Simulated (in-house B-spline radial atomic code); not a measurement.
Checks on a self-consistent run for Lu8+, [Kr] 4d10 (4f5/2)6 (4f7/2)7 5s2 (5p1/2)1 (5p3/2)1. Level of theory: Dirac-Hartree-Fock, average of the jj configuration, Fermi nucleus of rms radius 5.37 fm; calculated with a B-spline radial code for spherical atoms.

| orbital | q | ε (Eh) | <1/r> | <r²> | small-component weight |
| --- | --- | --- | --- | --- | --- |
| 1s1/2 | 2 | -2346.05873 | 82.1811 | 0.000512077 | 0.07114 |
| 2s1/2 | 2 | -408.05888 | 19.8996 | 0.00785096 | 0.016031 |
| 2p1/2 | 2 | -388.80861 | 19.8253 | 0.00565466 | 0.016046 |
| 2p3/2 | 4 | -347.63982 | 16.9496 | 0.00685865 | 0.014621 |
| 3s1/2 | 2 | -98.20841 | 7.31276 | 0.0513204 | 0.0052472 |
| 3p1/2 | 2 | -89.72431 | 7.21362 | 0.0474441 | 0.0051726 |
| 3p3/2 | 4 | -80.78056 | 6.4791 | 0.0540514 | 0.0047746 |
| 3d3/2 | 4 | -66.59974 | 6.34989 | 0.0423799 | 0.0046308 |
| 3d5/2 | 6 | -64.64764 | 6.1743 | 0.0441765 | 0.0045192 |
| 4s1/2 | 2 | -24.35063 | 3.03581 | 0.258013 | 0.0016694 |
| 4p1/2 | 2 | -20.86249 | 2.92102 | 0.269201 | 0.0015796 |
| 4p3/2 | 4 | -18.77447 | 2.67949 | 0.303808 | 0.0014418 |
| 4d3/2 | 4 | -13.05520 | 2.46277 | 0.336523 | 0.0012571 |
| 4d5/2 | 6 | -12.61106 | 2.40043 | 0.350071 | 0.0012152 |
| 4f5/2 | 6 | -5.48311 | 1.95675 | 0.500161 | 0.00084888 |
| 4f7/2 | 7 | -5.39859 | 1.93169 | 0.513054 | 0.00083191 |
| 5s1/2 | 2 | -6.74237 | 1.20824 | 1.36242 | 0.00038959 |
| 5p1/2 | 1 | -5.76277 | 1.11579 | 1.57055 | 0.00034286 |
| 5p3/2 | 1 | -5.40195 | 1.03948 | 1.75554 | 0.00030983 |

Electron-electron repulsion V_ee = 5135.6219 hartree.

(1) What total energy follows from the eigenvalues?

(2) Does the Dirac virial theorem hold?

(3) What diamagnetic shielding (Lamb formula) and susceptibility (Langevin formula) do the radii give?

Results:

(1) The eigenvalues count the repulsion twice, so E = Σqε - V_ee = -9418.434 - 5135.622 = -14554.056 hartree; the run printed -14554.056.

(2) For a point nucleus E = -2c²Σq·w, with w the small-component weight. Here Σq·w = 0.38743 and c = 137.0360, so the ratio E/(-2c²Σq·w) is 1.000220; the finite nucleus accounts for the departure from 1.

(3) σ = (α²/3)Σq<1/r> = 505.744/(3·137.036²) = 8977.2 ppm, and χ = -0.79199×10⁻⁶·Σq<r²> = -15.26×10⁻⁶ cm³/mol with Σq<r²> = 19.263 bohr². Both are non-relativistic formulas without the paramagnetism of open shells; for so heavy an element the full relativistic shielding is larger by tens of per cent.
